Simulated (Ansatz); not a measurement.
Ansatz (a first-principles code) input for C₃H₆F₂Si, SMILES C/C(F)=C/[SiH2]F, PBE-D3(BJ)/def2-SVP. 

Ansatz 0.2 input:
```yaml
crystal:
  periodic: [false, false, false]
  atoms:
    - {symbol: C, position_ang: [2.57143567, -1.05200336, 0.00186128]}
    - {symbol: C, position_ang: [1.28359083, -0.34825176, -0.20910440]}
    - {symbol: F, position_ang: [1.34632157, 0.50593784, -1.24851354]}
    - {symbol: C, position_ang: [0.13340734, -0.44585881, 0.46028217]}
    - {symbol: Si, position_ang: [-1.36178470, 0.55241521, 0.00110510]}
    - {symbol: F, position_ang: [-2.53678427, 0.15127043, 1.05652871]}
    - {symbol: H, position_ang: [3.37485352, -0.32182017, 0.18886406]}
    - {symbol: H, position_ang: [2.84806351, -1.61392952, -0.90439520]}
    - {symbol: H, position_ang: [2.50892944, -1.74408671, 0.84989727]}
    - {symbol: H, position_ang: [0.09466028, -1.14274397, 1.30194286]}
    - {symbol: H, position_ang: [-1.12246100, 2.01750791, 0.12557990]}
    - {symbol: H, position_ang: [-1.85549879, 0.23306889, -1.36773104]}
basis:
  gaussian:
    orbitals: def2-SVP
hamiltonian:
  xc: pbe
  dispersion: d3bj
relax: {f_tol: 0.002, max_steps: 200}
```

It prints:

```
WARN ansatz: RAYON_NUM_THREADS=1 ignored (pool sized by the plan → 1); use --threads N
Functional definition: PBE
integrals: 0.06 GiB planned
1314 factors; their error is unknown
mean field: 0.34 GiB planned
mean field evaluation 1: about -16488.5611 eV, gradient 6.6e1 eV
mean field evaluation 2: about -16475.7112 eV, gradient 9.6e1 eV
mean field evaluation 4: about -16498.5372 eV, gradient 7.7e0 eV
mean field evaluation 8: about -16498.5983 eV, gradient 2.6e-1 eV
mean field evaluation 16: about -16498.5985 eV, gradient 6.1e-5 eV
mean field -16498.59850451 eV, -606.3123118889 hartree, gradient 6.1e-5 eV, S^2 0.000000; 0 other end points of the search recorded, 0 dependent functions left out
the calculation of the forces begins
reference -16498.59854053 eV, -606.3123132129 hartree; 28, 28 occupied and 90, 90 virtual orbitals, 1314 factors
relax step   1: F+E_penalty+E_count = -16498.83918760 eV  Δ(F+E_penalty+E_count) = +0.000e0 eV  max|allowed force component| = 5.442e-1 eV/Å  Δτ_max = 0.0000 Å  (28 SCF iters, accepted)
these checks for a lower state are left out or cut short: starts, cluster_reference, orbital_swaps, neighbouring_geometries, increment
integrals: 0.06 GiB planned
1314 factors; their error is unknown
mean field: 0.34 GiB planned
mean field -16498.61991279 eV, -606.3130986286 hartree, gradient 1.6e-5 eV, S^2 0.000000; 0 other end points of the search recorded, 0 dependent functions left out
the calculation of the forces begins
reference -16498.61994889 eV, -606.3130999554 hartree; 28, 28 occupied and 90, 90 virtual orbitals, 1314 factors
relax step   2: F+E_penalty+E_count = -16498.85952866 eV  Δ(F+E_penalty+E_count) = -2.034e-2 eV  max|allowed force component| = 2.157e-1 eV/Å  Δτ_max = 0.0199 Å  (32 SCF iters, accepted)
these checks for a lower state are left out or cut short: starts, cluster_reference, orbital_swaps, neighbouring_geometries, increment
integrals: 0.06 GiB planned
1314 factors; their error is unknown
mean field: 0.34 GiB planned
mean field -16498.62327972 eV, -606.3132223614 hartree, gradient 1.6e-5 eV, S^2 0.000000; 0 other end points of the search recorded, 0 dependent functions left out
the calculation of the forces begins
reference -16498.62331584 eV, -606.3132236886 hartree; 28, 28 occupied and 90, 90 virtual orbitals, 1314 factors
relax step   3: F+E_penalty+E_count = -16498.86246909 eV  Δ(F+E_penalty+E_count) = -2.940e-3 eV  max|allowed force component| = 5.424e-2 eV/Å  Δτ_max = 0.0082 Å  (32 SCF iters, accepted)
these checks for a lower state are left out or cut short: starts, cluster_reference, orbital_swaps, neighbouring_geometries, increment
integrals: 0.06 GiB planned
1314 factors; their error is unknown
mean field: 0.34 GiB planned
mean field evaluation 32: about -16498.7098 eV, gradient 4.4e-1 eV
mean field -16498.62329897 eV, -606.3132230686 hartree, gradient 1.6e-5 eV, S^2 0.000000; 0 other end points of the search recorded, 0 dependent functions left out
the calculation of the forces begins
reference -16498.62333508 eV, -606.3132243956 hartree; 28, 28 occupied and 90, 90 virtual orbitals, 1314 factors
relax step   4: F+E_penalty+E_count = -16498.86244072 eV  Δ(F+E_penalty+E_count) = +2.837e-5 eV  max|allowed force component| = 5.090e-2 eV/Å  Δτ_max = 0.0041 Å  (33 SCF iters, rejected (line search))
these checks for a lower state are left out or cut short: starts, cluster_reference, orbital_swaps, neighbouring_geometries, increment
integrals: 0.06 GiB planned
1314 factors; their error is unknown
mean field: 0.34 GiB planned
mean field -16498.62341415 eV, -606.3132273015 hartree, gradient 1.8e-5 eV, S^2 0.000000; 0 other end points of the search recorded, 0 dependent functions left out
the calculation of the forces begins
reference -16498.62345026 eV, -606.3132286284 hartree; 28, 28 occupied and 90, 90 virtual orbitals, 1314 factors
relax step   5: F+E_penalty+E_count = -16498.86260190 eV  Δ(F+E_penalty+E_count) = -1.328e-4 eV  max|allowed force component| = 5.435e-3 eV/Å  Δτ_max = 0.0020 Å  (24 SCF iters, accepted)
these checks for a lower state are left out or cut short: starts, cluster_reference, orbital_swaps, neighbouring_geometries, increment
integrals: 0.06 GiB planned
1314 factors; their error is unknown
mean field: 0.34 GiB planned
mean field -16498.62341123 eV, -606.3132271941 hartree, gradient 1.1e-5 eV, S^2 0.000000; 0 other end points of the search recorded, 0 dependent functions left out
the calculation of the forces begins
reference -16498.62344733 eV, -606.3132285209 hartree; 28, 28 occupied and 90, 90 virtual orbitals, 1314 factors
relax step   6: F+E_penalty+E_count = -16498.86261571 eV  Δ(F+E_penalty+E_count) = -1.381e-5 eV  max|allowed force component| = 3.171e-3 eV/Å  Δτ_max = 0.0022 Å  (24 SCF iters, accepted)
these checks for a lower state are left out or cut short: starts, cluster_reference, orbital_swaps, neighbouring_geometries, increment
integrals: 0.06 GiB planned
1314 factors; their error is unknown
mean field: 0.34 GiB planned
mean field -16498.62339515 eV, -606.3132266033 hartree, gradient 7.1e-6 eV, S^2 0.000000; 0 other end points of the search recorded, 0 dependent functions left out
the calculation of the forces begins
reference -16498.62343125 eV, -606.3132279298 hartree; 28, 28 occupied and 90, 90 virtual orbitals, 1314 factors
relax step   7: F+E_penalty+E_count = -16498.86262029 eV  Δ(F+E_penalty+E_count) = -4.582e-6 eV  max|allowed force component| = 2.417e-3 eV/Å  Δτ_max = 0.0021 Å  (24 SCF iters, accepted)
these checks for a lower state are left out or cut short: starts, cluster_reference, orbital_swaps, neighbouring_geometries, increment
integrals: 0.06 GiB planned
1314 factors; their error is unknown
mean field: 0.34 GiB planned
mean field -16498.62338555 eV, -606.3132262502 hartree, gradient 8.2e-5 eV, S^2 0.000000; 0 other end points of the search recorded, 0 dependent functions left out
the calculation of the forces begins
reference -16498.62342164 eV, -606.3132275767 hartree; 28, 28 occupied and 90, 90 virtual orbitals, 1314 factors
relax step   8: F+E_penalty+E_count = -16498.86262074 eV  Δ(F+E_penalty+E_count) = -4.483e-7 eV  max|allowed force component| = 1.339e-3 eV/Å  Δτ_max = 0.0008 Å  (20 SCF iters, accepted)
integrals: 0.06 GiB planned
1314 factors; their error is unknown
mean field: 0.34 GiB planned
mean field evaluation 64: about -16475.6202 eV, gradient 9.6e1 eV
mean field -16498.62338555 eV, -606.3132262502 hartree, gradient 8.2e-5 eV, S^2 0.000000; 1 other end points of the search recorded, 0 dependent functions left out
the calculation of the forces begins
reference -16498.62342164 eV, -606.3132275767 hartree; 28, 28 occupied and 90, 90 virtual orbitals, 1314 factors
Total energy: -16498.86265683 eV, -606.3220193079 hartree
Atom 0 at     2.583351    -1.055653     0.000235 Å, force    -0.000183     0.000041    -0.000221 eV/Å
Atom 1 at     1.286988    -0.351188    -0.208050 Å, force    -0.000160    -0.001090    -0.000237 eV/Å
Atom 2 at     1.345364     0.513780    -1.261208 Å, force     0.000292     0.000622     0.000372 eV/Å
Atom 3 at     0.126973    -0.448359     0.467438 Å, force    -0.000327     0.000885    -0.000289 eV/Å
Atom 4 at    -1.373507     0.555799     0.003368 Å, force    -0.000808    -0.001339     0.000162 eV/Å
Atom 5 at    -2.565638     0.154925     1.062158 Å, force    -0.000142    -0.000012     0.000341 eV/Å
Atom 6 at     3.394860    -0.321279     0.186319 Å, force     0.000076     0.000214     0.000127 eV/Å
Atom 7 at     2.864464    -1.622119    -0.912212 Å, force     0.000010    -0.000243    -0.000273 eV/Å
Atom 8 at     2.524851    -1.753339     0.854662 Å, force    -0.000100    -0.000099     0.000360 eV/Å
Atom 9 at     0.086181    -1.148917     1.316405 Å, force     0.000753     0.000403     0.000267 eV/Å
Atom 10 at    -1.126797     2.032077     0.127443 Å, force     0.000372    -0.000046    -0.000268 eV/Å
Atom 11 at    -1.862355     0.235779    -1.380238 Å, force     0.000218     0.000664    -0.000342 eV/Å
Dipole moment:     0.523293    -0.221664     0.008688 e Å
```

The calculation finished and met its thresholds.

Cost: about 29 core-seconds (a rough figure).
